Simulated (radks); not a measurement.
The numbers below are computed, except where a source is named.
Pr XIX, 41 electrons, occupied as [Kr] 4d5. Level of theory: Dirac Kohn-Sham, BLYP, spin-unpolarised, spherical densities, finite nucleus; open shells fill j = l - 1/2 first; Fermi nuclear charge, rms radius 4.8919 fm (a radial shooting solver on a logarithmic mesh with Libxc functionals).

X-ray form factor f0, the Fourier transform of the density (f0(0) = 41):

sin(theta)/lambda (1/angstrom),f0 (electrons)
0.05,40.868
0.1,40.477
0.15,39.840
0.2,38.979
0.25,37.924
0.3,36.707
0.4,33.937
0.5,30.963
0.6,28.044
0.8,23.016
1,19.381
1.25,16.297
1.5,13.970
2,10.084
